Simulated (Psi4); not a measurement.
C₅H₇O, doublet (typed; the unrestricted solution is spin-contaminated), geometry from GFN2-xTB; CCSD(T)/STO-3G run with Psi4 1.11.

Input for Psi4:
```
memory 2 GB

molecule {
0 2
O    -1.82573338   -0.64971205    0.89879988
C    -0.77375909   -0.31313800    0.37082882
C     0.47307306   -0.99544363    0.42351030
C     1.51669687   -0.29946568   -0.34396356
C     0.93352357    1.09690470   -0.61562325
C    -0.58130129    0.92105097   -0.50503971
H     0.62167536   -1.93475276    0.92596102
H     2.47468566   -0.27317861    0.18213016
H     1.70193143   -0.83356765   -1.28581745
H     1.28222283    1.78856572    0.15238514
H     1.23813668    1.48806895   -1.58492652
H    -1.03318178    0.71800635   -1.47861491
H    -1.08900190    1.78510426   -0.07979190
}

set {
  basis sto-3g
  reference uhf
  freeze_core true
  mp2_type conv
  scf_type pk
  puream true
  d_convergence 1e-8
}

energy('ccsd(t)')
print_variables()
```

Output, abridged:

```
   => Loading Basis Set <=

    Name: STO-3G
    Role: ORBITAL
    Keyword: BASIS

         ---------------------------------------------------------
                                   SCF
               by Justin Turney, Rob Parrish, Andy Simmonett
                          and Daniel G. A. Smith
                              UHF Reference
         ---------------------------------------------------------

  ==> Geometry <==

    Molecular point group: c1
    Full point group: C1

    Geometry (in Angstrom), charge = 0, multiplicity = 2:

       Center              X                  Y                   Z               Mass
    ------------   -----------------  -----------------  -----------------  -----------------
         O           -1.763764198790    -0.617038654989     0.860999508840    15.994914619570
         C           -0.711789908790    -0.280464604989     0.333028448840    12.000000000000
         C            0.535042241210    -0.962770234989     0.385709928840    12.000000000000
         C            1.578666051210    -0.266792284989    -0.381763931160    12.000000000000
         C            0.995492751210     1.129578095011    -0.653423621160    12.000000000000
         C           -0.519332108790     0.953724365011    -0.542840081160    12.000000000000
         H            0.683644541210    -1.902079364989     0.888160648840     1.007825032230
         H            2.536654841210    -0.240505214989     0.144329788840     1.007825032230
         H            1.763900611210    -0.800894254989    -1.323617821160     1.007825032230
         H            1.344192011210     1.821239115011     0.114584768840     1.007825032230
         H            1.300105861210     1.520742345011    -1.622726891160     1.007825032230
         H           -0.971212598790     0.750679745011    -1.516415281160     1.007825032230
         H           -1.027032718790     1.817777655011    -0.117592271160     1.007825032230

  Running in c1 symmetry.

  Rotational constants: A =      0.24149  B =      0.11390  C =      0.08171 [cm^-1]
  Rotational constants: A =   7239.71639  B =   3414.51358  C =   2449.67390 [MHz]
  Nuclear repulsion =  226.722442117929432

  Charge       = 0
  Multiplicity = 2
  Electrons    = 45
  Nalpha       = 23
  Nbeta        = 22

  ==> Algorithm <==

  SCF Algorithm Type is PK.
  DIIS enabled.
  MOM disabled.
  Fractional occupation disabled.
  Guess Type is SAD.
  Energy threshold   = 1.00e-08
  Density threshold  = 1.00e-08
  Integral threshold = 1.00e-12

  ==> Primary Basis <==

  Basis Set: STO-3G
    Blend: STO-3G
    Number of shells: 25
    Number of basis functions: 37
    Number of Cartesian functions: 37
    Spherical Harmonics?: true
    Max angular momentum: 1

  ==> Integral Setup <==

  Using in-core PK algorithm.
   Calculation information:
      Number of atoms:                  13
      Number of AO shells:              25
      Number of primitives:             75
      Number of atomic orbitals:        37
      Number of basis functions:        37

      Integral cutoff                 1.00e-12
      Number of threads:                 1

  Performing in-core PK
  Using 494912 doubles for integral storage.
  We computed 49943 shell quartets total.
  Whereas there are 52975 unique shell quartets.

  ==> DiskJK: Disk-Based J/K Matrices <==

    J tasked:                  Yes
    K tasked:                  Yes
    wK tasked:                  No
    Schwarz Cutoff:          1E-12

  Minimum eigenvalue in the overlap matrix is 1.9874519580E-01.
  Reciprocal condition number of the overlap matrix is 7.5085446336E-02.
    Using symmetric orthogonalization.

  ==> Pre-Iterations <==

  SCF Guess: Superposition of Atomic Densities via on-the-fly atomic UHF (no occupation information).

   -------------------------
    Irrep   Nso     Nmo
   -------------------------
     A         37      37
   -------------------------
    Total      37      37
   -------------------------

  ==> Iterations <==

                        Total Energy        Delta E     RMS |[F,P]|

   @UHF iter SAD:  -260.59468264868644   -2.60595e+02   0.00000e+00
   @UHF iter   1:  -264.73302248725025   -4.13834e+00   1.21059e-02 DIIS/ADIIS
   @UHF iter   2:  -264.83871470877864   -1.05692e-01   9.65391e-03 DIIS/ADIIS
   @UHF iter   3:  -264.90888105500937   -7.01663e-02   1.79948e-03 DIIS/ADIIS
   @UHF iter   4:  -264.92045578354413   -1.15747e-02   1.18739e-03 DIIS/ADIIS
   @UHF iter   5:  -264.92669692869538   -6.24115e-03   9.36687e-04 DIIS/ADIIS
   @UHF iter   6:  -264.93276205562933   -6.06513e-03   5.36417e-04 DIIS/ADIIS
   @UHF iter   7:  -264.93467663524456   -1.91458e-03   1.00248e-04 DIIS/ADIIS
   @UHF iter   8:  -264.93467133125222    5.30399e-06   8.52289e-05 DIIS
   @UHF iter   9:  -264.93470091892442   -2.95877e-05   4.05398e-05 DIIS
   @UHF iter  10:  -264.93470868265536   -7.76373e-06   1.00827e-05 DIIS
   @UHF iter  11:  -264.93470912316752   -4.40512e-07   4.85712e-06 DIIS
   @UHF iter  12:  -264.93470923508318   -1.11916e-07   3.92423e-06 DIIS
   @UHF iter  13:  -264.93470936506372   -1.29981e-07   2.67782e-06 DIIS
   @UHF iter  14:  -264.93470944837617   -8.33124e-08   2.10215e-06 DIIS
   @UHF iter  15:  -264.93470951070276   -6.23266e-08   1.42690e-06 DIIS
   @UHF iter  16:  -264.93470952714887   -1.64461e-08   4.22954e-07 DIIS
   @UHF iter  17:  -264.93470952809417   -9.45306e-10   8.78922e-08 DIIS
   @UHF iter  18:  -264.93470952811663   -2.24532e-11   3.01789e-08 DIIS
   @UHF iter  19:  -264.93470952811930   -2.67164e-12   1.29883e-08 DIIS
   @UHF iter  20:  -264.93470952811936   -5.68434e-14   4.11985e-09 DIIS
  Energy and wave function converged.

  ==> Post-Iterations <==

   @Spin Contamination Metric:   2.892866189E-01
   @S^2 Expected:                7.500000000E-01
   @S^2 Observed:                1.039286619E+00
   @S   Expected:                5.000000000E-01
   @S   Observed:                5.000000000E-01

    Orbital Energies [Eh]
[...]
  @UHF Final Energy:  -264.93470952811936
    Total Energy =                       -264.9347095281193560
[...]
    14        -0.353952422224040    5.971e-05    0.040555    0.000000    0.000000    0.000000
    15        -0.353951788420166    3.424e-05    0.040556    0.000000    0.000000    0.000000
    16        -0.353950800150183    1.534e-05    0.040557    0.000000    0.000000    0.000000
    17        -0.353950865978257    7.228e-06    0.040558    0.000000    0.000000    0.000000
    18        -0.353951392235182    4.072e-06    0.040559    0.000000    0.000000    0.000000
    19        -0.353951826786203    2.533e-06    0.040559    0.000000    0.000000    0.000000
    20        -0.353952067265422    1.639e-06    0.040560    0.000000    0.000000    0.000000
    21        -0.353952132015659    9.973e-07    0.040560    0.000000    0.000000    0.000000
    22        -0.353952124330507    5.717e-07    0.040560    0.000000    0.000000    0.000000
    23        -0.353952113295287    3.144e-07    0.040560    0.000000    0.000000    0.000000
    24        -0.353952107829442    2.130e-07    0.040560    0.000000    0.000000    0.000000
    25        -0.353952099485783    1.692e-07    0.040560    0.000000    0.000000    0.000000
    26        -0.353952088633762    1.369e-07    0.040560    0.000000    0.000000    0.000000
    27        -0.353952083043274    1.049e-07    0.040560    0.000000    0.000000    0.000000
    28        -0.353952086586683    7.388e-08    0.040560    0.000000    0.000000    0.000000

    Iterations converged.

    Largest TIA Amplitudes:
             10   0        -0.0898713516
              8   0         0.0822461400
              9   0        -0.0701306744
             13   0        -0.0468793857
              6   0        -0.0432295015
             15   1         0.0145244379
             16   0         0.0121676241
             15  12         0.0117874223
              8  12        -0.0113217160
             10   6         0.0108592484

    Largest Tia Amplitudes:
             14   1        -0.1251647575
             14   0         0.0650494938
             11   1        -0.0611321456
              6   1        -0.0250686863
             15   2        -0.0214566964
              8   1         0.0193972588
             15  13         0.0185088485
              9   0         0.0183731532
              9   1        -0.0179701548
             11   0         0.0165904937

    Largest TIJAB Amplitudes:
     16  15  12   0        -0.0158030545
     11   8  13   0        -0.0104276700
     16  11  12   0        -0.0097374814
     11   9  13   0         0.0096568607
     11  10  13   0         0.0086783153
     16  11   5   0        -0.0083715042
     16   8  12   0        -0.0083093397
     16  15   3   0         0.0082553672
     16  15   4   0         0.0072807462
     10   7  13   0        -0.0069979344

    Largest Tijab Amplitudes:
     15  14  13   0         0.0181994948
     14  10  14   1         0.0165391948
     15  14   2   0        -0.0151328319
     14  10   6   0        -0.0127234733
     14  10  14   0        -0.0121890307
     15  14   2   1         0.0115391483
     15  14   8   0        -0.0107863244
     15  11  13   0         0.0102698205
     14   8  13   1        -0.0096941758
     14  10  13   0        -0.0092097384

    Largest TIjAb Amplitudes:
     16  14   0   0        -0.1043239662
     10  14   0   1         0.0672847430
      8  14   0   1        -0.0620199846
     13  14   0   0        -0.0570339468
      9  14   0   0        -0.0553212471
     16  11   0   0        -0.0544182090
      9  14   0   1         0.0517941069
      8  14   0   0         0.0483601460
     10  14   0   0        -0.0423479745
     14  13   3   4        -0.0352449827

    SCF energy       (wfn)                    = -264.934709528119356
    Reference energy (file100)                = -264.934709528119583

    Opposite-spin MP2 correlation energy      =   -0.219180308638318
    Same-spin MP2 correlation energy          =   -0.040209563045979
    Singles MP2 correlation energy            =   -0.000000000000000
    MP2 correlation energy                    =   -0.259389871684296
      * MP2 total energy                      = -265.194099399803861

    Opposite-spin CCSD correlation energy     =   -0.315810611121511
    Same-spin CCSD correlation energy         =   -0.038141475465172
    Singles CCSD correlation energy           =    0.000000000000000
    CCSD correlation energy                   =   -0.353952086586683
      * CCSD total energy                     = -265.288661614706257

            **************************
            *                        *
            *        CCTRIPLES       *
            *                        *
            **************************

    Wave function   =    CCSD_T
    Reference wfn   =      UHF

    Nuclear Rep. energy (wfn)                =  226.722442117929432
    SCF energy          (wfn)                = -264.934709528119356
    Reference energy    (file100)            = -264.934709528119583
    CCSD energy         (file100)            =   -0.353952086586683
    Total CCSD energy   (file100)            = -265.288661614706257

    Number of ijk index combinations:
    Spin Case AAA:                                 680
    Spin Case BBB:                                 560
    Spin Case AAB:                                2176
    Spin Case ABB:                                2040
    AAA (T) energy                             =   -0.000084924298720
    BBB (T) energy                             =   -0.000107523511644
    AAB (T) energy                             =   -0.001974981172350
    ABB (T) energy                             =   -0.002359736953136
    (T) energy                                   =   -0.004527165935850
      * CCSD(T) total energy                     = -265.293188780642140

  Variable Map:
  ----------------------------------------------------------------------------
[...]
  Array Variable Map:
  ----------------------------------------------------------------------------
[...]
[...]
```
